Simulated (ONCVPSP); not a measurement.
**What one change does to a pseudopotential (Ga, ONCV)**

* Element: gallium (Ga)
* Generator: ONCVPSP 4.0.1
* Type: optimised norm-conserving Vanderbilt (ONCV)
* Functional: PBE
* Relativity: fully relativistic
* Frozen core: [Ne]
* Valence charge: 21
* Reference configuration: 3s2 3p6 3d10 4s2 (charge +1)
* Partial waves: 3s+4s: rc 1.00 bohr, ncon 4, nbas 8, qcut 10.5 1/bohr, 2 projectors; 3p: rc 0.70 bohr, ncon 4, nbas 7, qcut 13.5 1/bohr, 3 projectors, debl 1.7 Ha; 3d: rc 1.35 bohr, ncon 3, nbas 8, qcut 10.2 1/bohr, 1 projector
* Local potential: polynomial inside 0.65 bohr (lpopt 5, dvloc0 6 Ha)
* Core correction: none

Open shells are filled in proportion to 2j + 1.

In the p channel the program set the typed energies aside and used -3.893, 0.250, 1.950 Ha (j = l + 1/2; the other j can differ).

All-electron outer shells of the reference configuration (PBE, scalar-relativistic, ld1.x):

| shell | level (eV) | outermost node (bohr) | outermost maximum (bohr) |
| --- | --- | --- | --- |
| 2p | -1107.11 | – | 0.15 |
| 3s | -156.41 | 0.27 | 0.56 |
| 3p | -107.14 | 0.24 | 0.56 |
| 3d | -27.42 | – | 0.53 |
| 4s | -16.33 | 0.80 | 1.85 |

Change: non-relativistic. In the p channel the program set the typed energies aside and used -3.895, 0.250, 1.950 Ha.

Cutoffs: the cutoffs (Ha) at which the residual kinetic energy of the hardest occupied pseudo-wave falls to 1 and 0.1 mHa per electron; they do not see the model core or the augmentation charge, which bear on the density cutoff. Errors are all-electron minus pseudo energies relative to the spin-unpolarised reference configuration.

Q: How do hardness, ghosts and transferability respond?

A: The potential gets neither clearly harder nor softer (85 Ha and 257 Ha → 86 Ha and 257 Ha); of the 4 tests that both files solve, the error grows in 2 and shrinks in 1 by more than 15 % and 0.3 meV (median size 1.4 → 1.8 meV); neither file shows a bound ghost.

```tsv
quantity	base	changed
cutoff, loose	85 Ha	86 Ha
cutoff, tight	257 Ha	257 Ha
loose cutoff by channel	s 46 Ha, p 85 Ha, d 46 Ha	s 46 Ha, p 86 Ha, d 47 Ha
bound ghosts	none	none
GHOST(+) flags under 300 eV	none	none
error for 3s2 3p6 3d10 4s2 4p1, meV [ΔE -5.69 → -5.72 eV]	-0.2	+0.1
error for 3s2 3p6 3d10 4s1, meV [ΔE 21.13 → 20.76 eV]	+0.7	0.0
error for 3s2 3p6 3d10 4s0, meV [ΔE 52.40 → 51.52 eV]	-2.0	-3.5
error for 3s2 3p6 3d9 4s0, meV [ΔE 116.28 → 115.82 eV]	+13	+26
s: phases at 1.01 bohr within 0.05 rad from the reference energy up to (Ha; the scan ends near 5)	to the end of the scan	to the end of the scan
```
